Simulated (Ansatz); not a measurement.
`[F][In]([Cl])[GeH3]` and `[F][In]([F])[Cl]` differ in one atom or group.

Ansatz, PBE0-D4/def2-TZVP geometries, multiplicity 1. 

Elements past krypton have def2 core potentials. Scalar relativity is left out up to krypton.

| property | `[F][In]([Cl])[GeH3]` |
| --- | --- |
| LUMO energy (ωB97M-V/def2-TZVPP) / eV | -0.36 |
| HOMO–LUMO gap (B3LYP/def2-TZVPP) / eV | 6.04 |
| LUMO energy (B3LYP/def2-TZVPP) / eV | -2.21 |
| HOMO–LUMO gap (PBE0/def2-TZVPP) / eV | 6.52 |
| size of the dipole moment (ωB97M-V/def2-TZVPP) / D | 4.29 |
| HOMO energy (PBE0/def2-TZVPP) / eV | -8.48 |

**Question.** What does the change do to each property? (An estimate is asked.)

**Answer.** The calculation gave: 
```json
{"property": "LUMO energy (ωB97M-V/def2-TZVPP) / eV", "`[F][In]([F])[Cl]`": "-1.16", "shift": "-0.80"}
{"property": "HOMO–LUMO gap (B3LYP/def2-TZVPP) / eV", "`[F][In]([F])[Cl]`": "6.07", "shift": "0.03"}
{"property": "LUMO energy (B3LYP/def2-TZVPP) / eV", "`[F][In]([F])[Cl]`": "-3.55", "shift": "-1.34"}
{"property": "HOMO–LUMO gap (PBE0/def2-TZVPP) / eV", "`[F][In]([F])[Cl]`": "6.72", "shift": "0.20"}
{"property": "size of the dipole moment (ωB97M-V/def2-TZVPP) / D", "`[F][In]([F])[Cl]`": "1.19", "shift": "-3.10"}
{"property": "HOMO energy (PBE0/def2-TZVPP) / eV", "`[F][In]([F])[Cl]`": "-9.90", "shift": "-1.42"}
```

With PBE0 the HOMO falls by 1.42 eV and the LUMO falls by 1.22 eV, so the gap widens by about 0.20 eV. PBE moves the HOMO by -1.16 eV and ωB97M-V by -1.68 eV. The zero-point energy changes by -56.2 kJ/mol with -9 modes. Dipoles are sizes alone; their direction can turn.

B3LYP here is the variant with VWN-RPA as its local correlation; programs differ in this.
